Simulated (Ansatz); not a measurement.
Born–Oppenheimer molecular dynamics of CH5FGeO2 (10 atoms, charge 0, multiplicity 1). It starts at the highest image of a converged band, a first-order saddle point between two minima.

These are results of RKS BLYP/def2-SVP in Ansatz, not measurements.

| Item | Value |
| --- | --- |
| ensemble | NVE (velocity Verlet) |
| time step | 0.5 fs |
| steps asked | 200 |
| starting velocities drawn for | 100 K |
| seed | 3007 |

First frame:

```xyz
10
Properties=species:S:1:pos:R:3
O 0.447 1.623 0.860
Ge 0.409 -0.404 0.472
O -1.239 -0.964 1.011
C 0.174 -0.300 -1.529
F 0.276 -1.558 -2.118
H -0.188 1.784 1.594
H 1.310 0.556 1.444
H -1.213 -1.299 1.929
H -0.837 0.128 -1.712
H 0.944 0.384 -1.949
```

Question: How far do the bonds stretch over the last three quarters of this one trajectory? (Pairs bonded in most of those frames.)

Answer: 
```json
{"bond": "O1–H6", "mean (Å)": "0.988", "spread (Å)": "0.041", "shortest": "0.91", "longest": "1.07"}
{"bond": "O1–H7", "mean (Å)": "1.017", "spread (Å)": "0.099", "shortest": "0.86", "longest": "1.17"}
{"bond": "Ge2–O3", "mean (Å)": "1.870", "spread (Å)": "0.043", "shortest": "1.80", "longest": "1.94"}
{"bond": "Ge2–C4", "mean (Å)": "2.069", "spread (Å)": "0.062", "shortest": "1.98", "longest": "2.16"}
{"bond": "O3–H8", "mean (Å)": "0.980", "spread (Å)": "0.003", "shortest": "0.97", "longest": "0.99"}
{"bond": "C4–F5", "mean (Å)": "1.432", "spread (Å)": "0.030", "shortest": "1.38", "longest": "1.48"}
{"bond": "C4–H9", "mean (Å)": "1.113", "spread (Å)": "0.023", "shortest": "1.08", "longest": "1.15"}
{"bond": "C4–H10", "mean (Å)": "1.112", "spread (Å)": "0.012", "shortest": "1.09", "longest": "1.13"}
```

Mean temperature of the second half: 842 K. The conserved energy stayed within 1 meV per atom of its start (net change -0.42 meV per atom), so the integration is sound. The system heated up, since it started high on the potential surface and ran downhill. A run of 0.1 ps of so small a system gives no equilibrium averages. The orbitals stay closed-shell, which can raise the energy where a bond breaks towards radicals; this wasn't checked here.

Run time: 7 min on 2 threads of Arm Neoverse V1, on a shared host, peak memory 0.15 GiB.
